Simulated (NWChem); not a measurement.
System: VH₂O₃Cl; SMILES [O]=[V]([OH])([OH])[Cl]

The following NWChem deck was run.

```
start job
memory heap 200 mb stack 900 mb global 1100 mb
geometry units angstroms
  V     -0.214295     0.186528    -0.244787
  O      0.796274     0.975901    -1.057453
  Cl     0.967501    -0.822316     1.082398
  O     -0.936359    -0.940420    -1.143547
  H     -1.229095    -1.447301    -1.903463
  O     -1.145320     1.160879     0.639889
  H     -1.567113     1.951782     0.981442
end
basis spherical
  * library 6-31g*
end
dft
  xc b3lyp
  iterations 150
end
driver
  maxiter 120
end
task dft optimize
task dft freq
```

Excerpt of the output:

```
             Northwest Computational Chemistry Package (NWChem) 7.3.0
             --------------------------------------------------------

 CS  symmetry detected

                             Geometry "geometry" -> ""
                             -------------------------

 Output coordinates in angstroms (scale by  1.889725989 to convert to a.u.)

  No.       Tag          Charge          X              Y              Z
 ---- ---------------- ---------- -------------- -------------- --------------
    1 V                   23.0000     0.03134019    -0.35110440     0.00000000
    2 O                    8.0000     1.52560827    -0.61933070     0.00000000
    3 Cl                  17.0000    -0.05768703     1.69043965     0.00000000
    4 O                    8.0000    -0.64939346    -0.82612890    -1.38200593
    5 H                    1.0000    -0.77735770    -1.24468245    -2.23554726
    6 O                    8.0000    -0.64939346    -0.82612890     1.38200593
    7 H                    1.0000    -0.77735770    -1.24468245     2.23554726

 Effective nuclear repulsion energy (a.u.)     427.6673383291

      Symmetry information
      --------------------

 Group name             Cs
 Group number              2
 Group order               2
 No. of unique centers     5

                                Z-matrix (autoz)
                                --------

 Units are Angstrom for bonds and degrees for angles

      Type          Name      I     J     K     L     M      Value
      ----------- --------  ----- ----- ----- ----- ----- ----------
    1 Stretch                  1     2                       1.51815
    2 Stretch                  1     3                       2.04348
    3 Stretch                  1     4                       1.61214
    4 Stretch                  1     6                       1.61214
    5 Stretch                  4     5                       0.95922
    6 Stretch                  6     7                       0.95922
    7 Bend                     1     4     5               161.39010
    8 Bend                     1     6     7               161.39010
    9 Bend                     2     1     3               102.67337
   10 Bend                     2     1     4               111.31856
   11 Bend                     2     1     6               111.31856
   12 Bend                     3     1     4               106.02038
   13 Bend                     3     1     6               106.02038
   14 Bend                     4     1     6               118.01856
   15 Torsion                  2     1     4     5          12.41777
   16 Torsion                  2     1     6     7         -12.41777
   17 Torsion                  3     1     4     5         123.33864
   18 Torsion                  3     1     6     7        -123.33864
   19 Torsion                  4     1     6     7         118.10386
   20 Torsion                  5     4     1     6        -118.10386

                           NWChem Geometry Optimization
                           ----------------------------

 maximum gradient threshold         (gmax) =   0.000450
 rms gradient threshold             (grms) =   0.000300
 maximum cartesian step threshold   (xmax) =   0.001800
 rms cartesian step threshold       (xrms) =   0.001200
 fixed trust radius                (trust) =   0.300000
 source of zmatrix                         =   autoz

          -------------------
          Energy Minimization
          -------------------

 Using diagonal initial Hessian
 Scaling for Hessian diagonals: bonds = 1.00  angles = 0.25  torsions = 0.10

          --------
          Step   0

                                 NWChem DFT Module
                                 -----------------

 Summary of "ao basis" -> "ao basis" (spherical)
 ------------------------------------------------------------------------------
       Tag                 Description            Shells   Functions and Types
 ---------------- ------------------------------  ------  ---------------------
 V                           6-31g*                 12       34   5s4p2d1f
 O                           6-31g*                  6       14   3s2p1d
 Cl                          6-31g*                  8       18   4s3p1d
 H                           6-31g*                  2        2   2s

      Symmetry analysis of basis
      --------------------------

        a'         62
        a"         36

[...]

      ----------------------
      Optimization converged
      ----------------------

  Step       Energy      Delta E   Gmax     Grms     Xrms     Xmax
  ---- ---------------- -------- -------- -------- -------- --------
@   12   -1631.18119159 -1.1D-07  0.00008  0.00002  0.00042  0.00075
                                     ok       ok       ok       ok

                                Z-matrix (autoz)
                                --------

 Units are Angstrom for bonds and degrees for angles

      Type          Name      I     J     K     L     M      Value     Gradient
      ----------- --------  ----- ----- ----- ----- ----- ---------- ----------
    1 Stretch                  1     2                       1.55505   -0.00008
    2 Stretch                  1     3                       2.19030    0.00001
    3 Stretch                  1     4                       1.75132   -0.00002
    4 Stretch                  1     6                       1.75132   -0.00002
    5 Stretch                  4     5                       0.97175    0.00000
    6 Stretch                  6     7                       0.97175    0.00000
    7 Bend                     1     4     5               120.17257    0.00001
    8 Bend                     1     6     7               120.17257    0.00001
    9 Bend                     2     1     3               108.40020    0.00000
   10 Bend                     2     1     4               108.96459   -0.00000
   11 Bend                     2     1     6               108.96459   -0.00000
   12 Bend                     3     1     4               110.25839    0.00000
   13 Bend                     3     1     6               110.25839    0.00000
   14 Bend                     4     1     6               109.95464   -0.00000
   15 Torsion                  2     1     4     5          -7.08313   -0.00000
   16 Torsion                  2     1     6     7           7.08313    0.00000
   17 Torsion                  3     1     4     5         111.77281    0.00000
   18 Torsion                  3     1     6     7        -111.77281   -0.00000
   19 Torsion                  4     1     6     7         126.44676   -0.00000
   20 Torsion                  5     4     1     6        -126.44676    0.00000

                         Geometry "geometry" -> "geometry"
                         ---------------------------------

 Output coordinates in angstroms (scale by  1.889725989 to convert to a.u.)

[...]

 Rotational Constants
 --------------------
 A=   0.129578 cm-1  (  0.186430 K)
 B=   0.074994 cm-1  (  0.107897 K)
 C=   0.068970 cm-1  (  0.099230 K)

 Temperature                      =   298.15K
 frequency scaling parameter      =   1.0000

 Zero-Point correction to Energy  =   20.169 kcal/mol  (  0.032142 au)
 Thermal correction to Energy     =   24.354 kcal/mol  (  0.038811 au)
 Thermal correction to Enthalpy   =   24.947 kcal/mol  (  0.039755 au)

 Total Entropy                    =   81.087 cal/mol-K
   - Translational                =   40.614 cal/mol-K (mol. weight = 135.9132)
   - Rotational                   =   27.266 cal/mol-K (symmetry #  =        1)
   - Vibrational                  =   13.206 cal/mol-K

 Cv (constant volume heat capacity) =   22.350 cal/mol-K
   - Translational                  =    2.979 cal/mol-K
   - Rotational                     =    2.979 cal/mol-K
   - Vibrational                    =   16.391 cal/mol-K

[normal modes left out]

 ----------------------------------------------------------------------------
 Normal Eigenvalue ||           Projected Infra Red Intensities
  Mode   [cm**-1]  || [atomic units] [(debye/angs)**2] [(KM/mol)] [arbitrary]
 ------ ---------- || -------------- ----------------- ---------- -----------
    1       -0.000 ||    0.000023           0.001         0.022       0.003
    2        0.000 ||    0.001228           0.028         1.197       0.170
    3        0.000 ||    0.000934           0.022         0.911       0.129
    4        0.000 ||    0.000015           0.000         0.014       0.002
    5        0.000 ||    0.000466           0.011         0.454       0.065
    6        0.000 ||    0.000707           0.016         0.689       0.098
    7      171.562 ||    0.000005           0.000         0.004       0.001
    8      198.918 ||    0.000014           0.000         0.014       0.002
    9      245.218 ||    0.012198           0.281        11.891       1.689
   10      262.927 ||    0.005680           0.131         5.537       0.786
   11      287.382 ||    0.006250           0.144         6.093       0.865
   12      395.765 ||    0.040198           0.927        39.187       5.566
   13      397.175 ||    0.016502           0.381        16.087       2.285
   14      486.039 ||    0.238450           5.501       232.453      33.015
   15      670.230 ||    0.236042           5.446       230.105      32.681
   16      693.860 ||    0.123415           2.847       120.311      17.087
   17      779.078 ||    0.138099           3.186       134.626      19.121
   18      837.777 ||    0.124217           2.866       121.093      17.198
   19     1163.563 ||    0.175938           4.059       171.513      24.359
   20     3760.556 ||    0.284431           6.562       277.277      39.381
   21     3765.308 ||    0.111930           2.582       109.115      15.497
 ----------------------------------------------------------------------------
```

Level: B3LYP/6-31G* (spherical d).
